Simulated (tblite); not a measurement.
Compound: C2H13BrN2Si3.
Numbering: `[CH3:1][NH:2][Si@H:3]([CH2:4][SiH2:5][Br:6])[SiH2:7][NH2:8]` (hydrogens: H9, H10, H11 on C1; H12 on N2; H13 on Si3; H14, H15 on C4; H16, H17 on Si5; H18, H19 on Si7; H20, H21 on N8)

Computed with GFN2-xTB (tblite), gas phase: L-BFGS steps from a force-field or distance-geometry start until the largest atomic force falls under 0.01 eV/Å.

Step 81: E = -710.0550 eV
```
atom  x, y, z in Å  |  force x, y, z in eV/Å
C1     -1.1832   -2.7587   -0.1499   -0.009  -0.013  -0.005
N2     -0.2327   -1.8472    0.4428   -0.032   0.028  -0.013
Si3     0.0544   -0.2804   -0.2162    0.019  -0.003  -0.026
C4      1.3186    0.5252    0.9842    0.002  -0.007   0.012
Si5     2.8828    1.1849    0.1760    0.009  -0.047  -0.003
Br6     4.1638   -0.5656   -0.3273   -0.044   0.027  -0.003
Si7    -1.9203    0.9028   -0.3220    0.008   0.019  -0.022
N8     -1.6582    2.4301    0.4533    0.007  -0.030   0.024
H9     -1.9974   -2.1841   -0.5877    0.010  -0.019   0.012
H10    -0.7342   -3.3711   -0.9391   -0.014   0.014   0.005
H11    -1.5956   -3.4258    0.6112    0.025   0.016  -0.003
H12     0.5435   -2.3539    0.8439    0.027   0.021   0.011
H13     0.7156   -0.3559   -1.5507   -0.025   0.015   0.042
H14     0.8356    1.3650    1.4824   -0.020  -0.017  -0.006
H15     1.5857   -0.1808    1.7715    0.007  -0.003   0.003
H16     2.6562    1.8677   -1.0894    0.017  -0.002   0.019
H17     3.7133    1.9707    1.0830    0.017   0.006  -0.009
H18    -2.2785    1.2972   -1.6892   -0.016  -0.005  -0.016
H19    -3.1056    0.1955    0.2046    0.005  -0.026  -0.007
H20    -2.3158    3.1682    0.2585   -0.009   0.019   0.004
H21    -1.4567    2.4329    1.4416    0.016   0.006  -0.019
```

Step 82: E = -710.0556 eV
```
atom  x, y, z in Å  |  force x, y, z in eV/Å
C1     -1.1821   -2.7606   -0.1491    0.008   0.013  -0.004
N2     -0.2340   -1.8464    0.4435   -0.018   0.030   0.011
Si3     0.0530   -0.2792   -0.2142    0.020  -0.013  -0.022
C4      1.3183    0.5266    0.9847   -0.008  -0.015   0.017
Si5     2.8835    1.1836    0.1762   -0.006  -0.055   0.011
Br6     4.1576   -0.5690   -0.3352   -0.040   0.024  -0.003
Si7    -1.9193    0.9042   -0.3225   -0.010   0.016  -0.010
N8     -1.6597    2.4315    0.4526    0.017  -0.034   0.014
H9     -1.9985   -2.1866   -0.5827   -0.008  -0.024   0.016
H10    -0.7321   -3.3659   -0.9419   -0.004  -0.008  -0.018
H11    -1.5873   -3.4339    0.6099    0.014   0.021   0.002
H12     0.5441   -2.3501    0.8449    0.022   0.014   0.010
H13     0.7119   -0.3582   -1.5482   -0.013   0.020   0.024
H14     0.8359    1.3662    1.4836   -0.018  -0.009  -0.011
H15     1.5827   -0.1797    1.7724    0.018  -0.008   0.005
H16     2.6549    1.8704   -1.0857    0.016   0.006   0.003
H17     3.7156    1.9648    1.0850    0.027   0.009  -0.004
H18    -2.2746    1.2976   -1.6898   -0.020   0.001  -0.031
H19    -3.1057    0.1962    0.2013    0.006  -0.025  -0.007
H20    -2.3170    3.1691    0.2566   -0.017   0.029   0.005
H21    -1.4560    2.4361    1.4401    0.014   0.006  -0.010
```

Question: Estimate the geometry and energy of step 83. (The exact step hangs on the optimiser's Hessian estimate; all steps are aligned on step 82, rigid shifts and turns removed.)

Answer: E = -710.0561 eV, largest force 0.051 eV/Å
```
atom  x, y, z in Å  |  force x, y, z in eV/Å
C1     -1.1794   -2.7638   -0.1485    0.022   0.014  -0.002
N2     -0.2356   -1.8462    0.4465   -0.007   0.016   0.027
Si3     0.0515   -0.2787   -0.2106    0.006  -0.013  -0.005
C4      1.3175    0.5283    0.9867   -0.017  -0.021   0.018
Si5     2.8836    1.1805    0.1765   -0.012  -0.030   0.024
Br6     4.1468   -0.5738   -0.3496   -0.030   0.012  -0.003
Si7    -1.9183    0.9065   -0.3226   -0.023   0.009  -0.004
N8     -1.6604    2.4345    0.4513    0.018  -0.035   0.006
H9     -2.0014   -2.1911   -0.5732   -0.014  -0.034   0.021
H10    -0.7285   -3.3580   -0.9497   -0.007  -0.005  -0.010
H11    -1.5744   -3.4483    0.6066    0.018   0.046  -0.013
H12     0.5447   -2.3463    0.8488    0.011   0.008   0.005
H13     0.7059   -0.3596   -1.5442    0.007   0.020  -0.002
H14     0.8358    1.3694    1.4838   -0.016  -0.006  -0.014
H15     1.5799   -0.1765    1.7763    0.023  -0.013   0.006
H16     2.6533    1.8759   -1.0804    0.016   0.007   0.001
H17     3.7204    1.9549    1.0877    0.024   0.000  -0.012
H18    -2.2677    1.2978   -1.6917   -0.025   0.005  -0.036
H19    -3.1068    0.1982    0.1970    0.011  -0.018  -0.009
H20    -2.3165    3.1721    0.2514   -0.019   0.033   0.007
H21    -1.4593    2.4411    1.4392    0.015   0.006  -0.003
```

The energy changes by -0.0005 eV. The first-order estimate −F·Δx gives -0.0007 eV and the mean of the old and new forces, exact on a quadratic surface, -0.0005 eV. The step makes an angle of 82° with the force vector and moves no atom by more than 0.020 Å.

The cost below is that of the whole relaxation. Hardware: one thread of an Arm Neoverse V2, shared host with 192 logical CPUs at a one-minute load of 445. Cost: 2.8 s of wall time.
